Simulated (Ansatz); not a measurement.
Calculated with Ansatz (gas phase, PBE0-D4/def2-TZVP geometries, no zero-point term in ΔE). CCSD(T)/CBS is the MP2 limit (def2-TZVPP, def2-QZVPP) plus CCSD(T) − MP2 in def2-TZVPP, frozen cores. This one scheme is used for every species, atoms too. DFT in def2-TZVPP. Open shells (•) are unrestricted, without spin–orbit coupling. Spin–orbit coupling would lower the free atoms: a little for Al, C, Si. Each species was taken in one conformer, which may not be the lowest.

Consider the atomization: `C=[CH][Al]([CH3])[SiH3]` → Al• + 3 C• + 9 H• + Si•.

Task: What is ΔE at CCSD(T)/CBS? (An estimate is asked.)

Result: Ansatz gave: +1183.4 kcal/mol.

Task: What do these levels give: PBE-D4, ωB97M-V, B2PLYP, PBE, MP2/def2-TZVPP, SCS-MP2/def2-TZVPP, CCSD/def2-TZVPP, HF/def2-QZVPP, MP2/def2-QZVPP, SCS-MP2/def2-QZVPP, MP2/CBS(def2), CCSD/CBS(def2)? (Best estimate.)

Result: The calculation gave: PBE-D4 1193.4, ωB97M-V 1184.5, B2PLYP 1170.0, PBE 1186.8, MP2/def2-TZVPP 1161.1, SCS-MP2/def2-TZVPP 1163.1, CCSD/def2-TZVPP 1143.0, HF/def2-QZVPP 900.8, MP2/def2-QZVPP 1176.7, SCS-MP2/def2-QZVPP 1180.9, MP2/CBS(def2) 1187.6, CCSD/CBS(def2) 1169.5 kcal/mol.

Largest T1 diagnostic among the species: 0.018.

In def2-TZVPP, CCSD(T) changes the Hartree–Fock value by +257.5 kcal/mol (the triples alone add +13.9 kcal/mol) and MP2 by +261.7 kcal/mol; breaking electron pairs costs correlation energy, which Hartree–Fock lacks. The D4 term adds +10.5 kcal/mol with B3LYP and +5.6 kcal/mol with PBE0; it sums over pairs of atoms, weighted by their polarisabilities, and B3LYP, whose exchange is more repulsive, gets the larger term. From PBE to PBE0 (25 % exact exchange), in def2-TZVPP and without D4, ΔE moves by −9.3 kcal/mol: exact exchange takes away binding that semilocal exchange gives to molecules.

B3LYP here is the variant with VWN-RPA as its local correlation; programs differ in this.

For atomizations the MP2-based limit and the directly extrapolated one differ by several kJ/mol either way, and by 10 to 25 for some Ge, Se and Sn compounds, so smaller differences from it don't rank the levels.
